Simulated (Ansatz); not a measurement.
```yaml
crystal:
  periodic: [false, false, false]
  atoms:
    - {symbol: B, position_ang: [-1.092278, -0.793380, 0.379922]}
    - {symbol: B, position_ang: [1.131245, 0.722385, 0.720824]}
    - {symbol: B, position_ang: [-0.053397, -0.301432, 1.614350]}
    - {symbol: B, position_ang: [1.441695, -0.006448, -0.909548]}
    - {symbol: B, position_ang: [-0.939843, 0.682275, 0.728383]}
    - {symbol: B, position_ang: [-1.378938, 0.151415, -0.790455]}
    - {symbol: B, position_ang: [0.109286, -0.693313, -1.262890]}
    - {symbol: B, position_ang: [0.820888, -1.085142, 0.460442]}
    - {symbol: B, position_ang: [0.170025, 1.125644, -0.898753]}
    - {symbol: F, position_ang: [1.895868, 1.465362, 1.586647]}
    - {symbol: H, position_ang: [-1.809374, -1.700490, 0.390998]}
    - {symbol: H, position_ang: [-0.002422, -0.589683, 2.745194]}
    - {symbol: H, position_ang: [2.588689, 0.251343, -1.330353]}
    - {symbol: H, position_ang: [-1.635222, 1.724663, 1.296446]}
    - {symbol: H, position_ang: [-2.496175, 0.363732, -1.525126]}
    - {symbol: H, position_ang: [0.016226, -1.428164, -2.375024]}
    - {symbol: H, position_ang: [1.612128, -2.035812, 0.507085]}
    - {symbol: H, position_ang: [0.081991, 2.050368, -1.528112]}
basis:
  gaussian: {orbitals: def2-mTZVP, final_grid: {core_spheres: 20, valence_spheres: 16, degree: 47}}
total_charge: -2
hamiltonian: {xc: {name: PBE}}
scf: {lower_state_search: off}
output: {forces: true}
```

```sh
$ ansatz run in.yaml --threads 4 --pin off --events-out ev --progress --plain --max-ram 4787MiB
```

Shortened log:

```
Functional definition: PBE
2061 factors; their error is unknown
mean field evaluation 1: about -8905.0924 eV, gradient 8.6e1 eV
mean field evaluation 2: about -8679.3240 eV, gradient 2.7e2 eV
mean field evaluation 4: about -8920.0319 eV, gradient 4.2e1 eV
mean field evaluation 8: about -8924.8410 eV, gradient 3.5e-1 eV
mean field evaluation 16: about -8924.7979 eV, gradient 9.1e-3 eV
mean field -8924.79794496 eV, -327.9802750318 hartree, gradient 9.7e-6 eV, S^2 0.000000; 0 other end points of the search recorded, 0 dependent functions left out
reference -8924.79800798 eV, -327.9802773477 hartree; 32, 32 occupied and 182, 182 virtual orbitals, 2061 factors
Total energy: -8924.79800798 eV, -327.9802773477 hartree
Atom 0 at    -1.092278    -0.793380     0.379922 Å, force     0.919291    -5.969314     0.889423 eV/Å
Atom 1 at     1.131245     0.722385     0.720824 Å, force    -2.071691    -2.023409    -1.160669 eV/Å
Atom 2 at    -0.053397    -0.301432     1.614350 Å, force     0.481379    -0.699514     0.008214 eV/Å
Atom 3 at     1.441695    -0.006448    -0.909548 Å, force     3.177459     1.961949     2.773541 eV/Å
Atom 4 at    -0.939843     0.682275     0.728383 Å, force    -0.917013     7.646962     1.459381 eV/Å
Atom 5 at    -1.378938     0.151415    -0.790455 Å, force    -0.534773     2.800997    -4.072790 eV/Å
Atom 6 at     0.109286    -0.693313    -1.262890 Å, force    -3.157460    -1.025078    -2.282614 eV/Å
Atom 7 at     0.820888    -1.085142     0.460442 Å, force     2.267191    -0.077060    -1.625479 eV/Å
Atom 8 at     0.170025     1.125644    -0.898753 Å, force    -1.365629    -2.593622     1.109479 eV/Å
Atom 9 at     1.895868     1.465362     1.586647 Å, force     0.981493     0.871628     0.144910 eV/Å
Atom 10 at    -1.809374    -1.700490     0.390998 Å, force    -1.014997    -1.093770     0.740249 eV/Å
Atom 11 at    -0.002422    -0.589683     2.745194 Å, force    -0.093838    -0.088933     1.037644 eV/Å
Atom 12 at     2.588689     0.251343    -1.330353 Å, force    -0.554010    -0.636000     0.037751 eV/Å
Atom 13 at    -1.635222     1.724663     1.296446 Å, force     0.726745    -1.635908    -0.748528 eV/Å
Atom 14 at    -2.496175     0.363732    -1.525126 Å, force     1.583786    -0.306004     1.134655 eV/Å
Atom 15 at     0.016226    -1.428164    -2.375024 Å, force    -0.006952     0.811389     1.435409 eV/Å
Atom 16 at     1.612128    -2.035812     0.507085 Å, force    -0.464548     0.007131     0.458191 eV/Å
Atom 17 at     0.081991     2.050368    -1.528112 Å, force     0.043569     2.048555    -1.338768 eV/Å
Dipole moment:     0.456401     0.268141     0.382614 e Å
Checks for a lower state left out: stability, starts, cluster_reference, orbital_swaps, neighbouring_geometries, increment
```

Hardware: 4 threads of Arm Neoverse V1 on a shared host. Wall time 6.5 s.

A multiply charged anion in the gas phase is held together partly by the finite basis. The highest occupied level of an anion often lies above zero with these methods, and sets without diffuse functions describe the outer electron poorly.

The dipole of an ion depends on the origin.
